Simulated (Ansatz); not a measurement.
Molecule: C3H10GeN (charge 0, doublet). It need not be the lowest isomer of its formula. 
Structure (B3LYP-D3(BJ)/def2-TZVP (Ansatz, a program for electronic structure) minimum search):
```xyz
15

C      2.6839     0.5452    -0.8732
C      1.6449     0.2109     0.1346
N      0.2882     0.3690    -0.3799
C     -0.0714     1.7587    -0.6219
Ge    -1.0213    -0.6963     0.3808
H      3.6735     0.8563    -0.5678
H      2.4958     0.3462    -1.9195
H      1.7682    -0.8380     0.4482
H      1.8115     0.8099     1.0476
H     -0.0626     2.3732     0.2929
H     -1.0683     1.8184    -1.0611
H      0.6306     2.2114    -1.3270
H     -0.4989    -2.1415     0.3510
H     -2.2877    -0.5276    -0.4738
H     -1.3428    -0.2995     1.8461
```
Charge 0, spin multiplicity 2.

Total electronic energies in hartree. Cores are frozen in the correlated levels unless marked. UHF or UKS for open shells. No spin-orbit coupling. Frozen are the shells of the preceding noble gas and the d and f shells that filled before the atom's block. Non-relativistic. Basis-set limits of correlation are two-point, X^-3; Hartree-Fock from the larger set.

| level | program | energy (Eh) |
|---|---|---|
| HF/6-31G | Ansatz | -2248.74671 |
| PBE/def2-TZVPD | Ansatz | -2251.51216 |
| BLYP-D3(BJ)/def2-TZVPD | Ansatz + dftd3 | -2252.05457 |
| r2SCAN-D3(BJ)/def2-TZVPD | Ansatz + dftd3 | -2251.96233 |
| PBE0/6-31G* | Ansatz | -2251.24405 |
| PBE0/def2-SVP | Ansatz | -2251.14500 |
| LC-wPBE/def2-TZVPD | Ansatz | -2251.69827 |
| CCSD(T)/cc-pVDZ | Ansatz | -2249.92162 |
| CCSD(T)/CBS(cc-pVTZ,cc-pVQZ) | Ansatz | -2250.3022 |

Totals of different functionals don't rank their quality; only differences between species are comparable.
